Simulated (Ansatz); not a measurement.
```yaml
crystal:
  periodic: [false, false, false]
  atoms:
    - {symbol: Si, position_ang: [0.014422, 0.011828, 0.056264]}
    - {symbol: Br, position_ang: [0.021715, -0.005803, 2.312105]}
basis:
  gaussian: {orbitals: cc-pVQZ}
total_charge: -1
magnetization: {spin_polarized: true, initial_magnetization: 0}
hamiltonian: {xc: {name: B97M-V}, pseudopotentials: {relativity: scalar}}
accuracy: high
```

```sh
$ ansatz run in.yaml --threads 4 --pin off --events-out ev --progress --plain --max-ram 10444MiB
```

Output, abridged:

```
Functional definition: B97M-V
1674 factors; integrals over basis functions are off by at most 4.4e-9 eV
mean field evaluation 1: about -78596.7599 eV, gradient 2.6e1 eV
mean field evaluation 2: about -78591.5672 eV, gradient 4.0e1 eV
mean field evaluation 4: about -78600.6801 eV, gradient 3.8e0 eV
mean field evaluation 8: about -78600.7198 eV, gradient 2.8e0 eV
mean field evaluation 16: about -78601.3927 eV, gradient 9.0e-4 eV
mean field evaluation 32: about -78600.7652 eV, gradient 1.5e-2 eV
mean field evaluation 64: about -78599.0689 eV, gradient 4.1e-4 eV
mean field -78601.39270068 eV, -2888.5479038124 hartree, gradient 2.4e-8 eV, S^2 1.008910; 8 other end points of the search recorded, 0 dependent functions left out
reference -78601.39270410 eV, -2888.5479039383 hartree; 25, 25 occupied and 102, 102 virtual orbitals, 1674 factors
Total energy: -78601.39270410 eV, -2888.5479039383 hartree
Relativity: scalar
```

Run time 44 s (4 threads of an Intel Xeon Platinum 8488C on a shared host); peak host memory 0.76 GiB.
